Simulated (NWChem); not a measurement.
System meant: WSCl3 cation; SMILES [S]=[W+]([Cl])([Cl])[Cl]

NWChem input:

```
start job
memory heap 200 mb stack 900 mb global 1100 mb
charge 1
geometry units angstroms noautoz
  W      0.000000     0.000000    -0.008636
  S      0.000000     0.000000     2.094469
  Cl     2.006893    -0.694237    -0.643438
  Cl    -1.604674    -1.390902    -0.643438
  Cl    -0.402220     2.085139    -0.643438
end
basis spherical
  W library def2-svp
  S library def2-svp
  Cl library def2-svp
end
dft
  xc b3lyp
  iterations 150
  mulliken
end
task dft energy
```

End of the output:

```
          Convergence Information
          -----------------------
          Convergence aids based upon iterative change in
          total energy or number of iterations.
          Levelshifting, if invoked, occurs when the
          HOMO/LUMO gap drops below (HL_TOL):  1.00D-02
          DIIS, if invoked, will attempt to extrapolate
          using up to (NFOCK): 10 stored Fock matrices.

                    Damping( 0%)  Levelshifting(0.5)       DIIS
                  --------------- ------------------- ---------------
          dE  on:    start            ASAP                start
          dE off:    2 iters        150 iters           150 iters

      Screening Tolerance Information
      -------------------------------
          Density screening/tol_rho:  1.00D-10
          AO Gaussian exp screening on grid/accAOfunc:  14
          CD Gaussian exp screening on grid/accCDfunc:  20
          XC Gaussian exp screening on grid/accXCfunc:  20
          Schwarz screening/accCoul:  1.00D-08

      Superposition of Atomic Density Guess
      -------------------------------------

      charge =      74.0 W (Tungsten)

      symmetry species            s     p     d     f
      number of basis functions = 7     6     5     1
      number of cont. functions = 6     3     2     1
      number of closed shells   = 6     4     2     1
      number of open shells     = 0     0     1     0
      open shell occupation     = 0     0     4     0
 ------------------------------------------------------------------------
 atomscf:atomd: error in atom scf                   0
 ------------------------------------------------------------------------
 ------------------------------------------------------------------------
  current input line :
    21: task dft energy
 ------------------------------------------------------------------------
 ------------------------------------------------------------------------
 This error has not yet been assigned to a category
 ------------------------------------------------------------------------
 For more information see the NWChem manual at https://nwchemgit.github.io

0:atomscf:atomd: error in atom scf:Received an Error in Communication
```

Q: What is wrong, and how is it mended?

A: The program stopped with an error. Cause: the def2 basis of a heavy element holds valence functions alone and wants its effective core potential (without it all electrons must fit into that basis). This input runs:
```
start job
memory heap 200 mb stack 900 mb global 1100 mb
charge 1
geometry units angstroms noautoz
  W      0.000000     0.000000    -0.008636
  S      0.000000     0.000000     2.094469
  Cl     2.006893    -0.694237    -0.643438
  Cl    -1.604674    -1.390902    -0.643438
  Cl    -0.402220     2.085139    -0.643438
end
basis spherical
  W library def2-svp
  S library def2-svp
  Cl library def2-svp
end
ecp
  W library def2-ecp
end
dft
  xc b3lyp
  iterations 150
  mulliken
end
task dft energy
```
It converges to -1845.30638 Ha (B3LYP/def2-SVP with def2 effective core potentials on W).
